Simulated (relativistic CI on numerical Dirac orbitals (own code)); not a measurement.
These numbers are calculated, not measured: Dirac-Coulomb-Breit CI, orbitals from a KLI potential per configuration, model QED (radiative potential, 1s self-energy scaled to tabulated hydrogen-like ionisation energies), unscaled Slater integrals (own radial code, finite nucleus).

Configurations in the expansion (outside the closed core 1s2): 2s, 2p, 3s, 3p, 3d, 4s, 4p, 4d, 4f, 5s, 5p, 5d, 5f, 5g, 6s, 6p, 6d. Levels of other configurations are missing.

At this charge energies of transitions that change n are usually good to better than 1 %, and those within a shell (Δn = 0) to a few per cent.

Outline of the computed level scheme of Sn XLVIII. Lowest level of each configuration: 2s ²S1/2 at 0.00 eV; 2p ²P°1/2 at 108.09 eV; 3s ²S1/2 at 4667.93 eV; 3p ²P°1/2 at 4697.78 eV; 3d ²D3/2 at 4786.77 eV; 4s ²S1/2 at 6278.28 eV; 4p ²P°1/2 at 6290.51 eV; 4d ²D3/2 at 6327.91 eV; 4f ²F°5/2 at 6338.39 eV.

Some strong electric-dipole decays among the lowest 15 levels: 3d ²D5/2 → 2p ²P°3/2 (3.4e+14 s⁻¹); 3d ²D3/2 → 2p ²P°1/2 (3.0e+14 s⁻¹); 3p ²P°1/2 → 2s ²S1/2 (1.3e+14 s⁻¹); 3p ²P°3/2 → 2s ²S1/2 (1.1e+14 s⁻¹); 4d ²D5/2 → 2p ²P°3/2 (1.1e+14 s⁻¹); 4d ²D3/2 → 2p ²P°1/2 (1.0e+14 s⁻¹); 4f ²F°7/2 → 3d ²D5/2 (7.3e+13 s⁻¹); 4f ²F°5/2 → 3d ²D3/2 (6.9e+13 s⁻¹).
